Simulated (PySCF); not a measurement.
**GdCl3(NH3) at several levels of theory**

Computed with PySCF 2.14.0 (density fitting, no spin-orbit coupling) at the geometry relaxed with PBE0:

```xyz
8
GdCl3(NH3) (singlet in the valence; each metal's 4f electrons, 7 of them, lie in its core potential, out of spins and levels)
Gd    0.0325   -0.0325    0.0325
Cl    1.1745    1.8991    1.1745
Cl   -1.8991   -1.1745    1.1745
Cl    1.1745   -1.1745   -1.8991
N    -1.4041    1.4041   -1.4041
H    -2.0143    2.0143   -0.8554
H    -0.8554    2.0143   -2.0143
H    -2.0143    0.8554   -2.0143
```

```tsv
level	basis	state	HOMO (eV)	gap (eV)	charge on Gd1 (e)	population of f-type functions on Gd1 (polarisation alone where 4f lies in the core)	dipole about the centre of mass (D)	largest force component (eV/Å)
PBE0	Gd lcecp-1-SVP with ECP53, Cl def2-SVP, N def2-SVP, H def2-SVP	singlet	-8.41	7.28	0.83	0.05	5.30	0.00
PBE0	Gd lcecp-1-TZVP with ECP53, Cl def2-TZVP, N def2-TZVP, H def2-TZVP	singlet	-8.54	7.28	1.36	0.07	5.22	0.22
```

In the lcecp rows the 4f levels are missing from HOMO and gap, and the state counts the valence alone.

Charges are Mulliken's, which hang on the basis. The relaxation used the grid (50, 194), these runs (75, 302) or, all-electron (x2c bases, spin-free X2C Hamiltonian), (99, 590).

Task: A further run in the first row's basis gives HOMO (eV) -11.65, gap (eV) 12.66, charge on Gd1 (e) 1.24, population of f-type functions on Gd1 (polarisation alone where 4f lies in the core) 0.05, dipole about the centre of mass (D) 5.32, largest force component (eV/Å) 0.56. Which level was it?
A. HF
B. wB97X

Result: A. The others give HOMO -10.78 eV (wB97X).

In the first row's basis the gap widens with exact exchange: 7.3 eV for PBE0 (a fixed share); 11.4 to 12.7 eV for wB97X, Hartree–Fock (rising or full at long range).

An lcecp potential fixes the number of 4f electrons, so in runs with it no electron can move into or out of that shell.
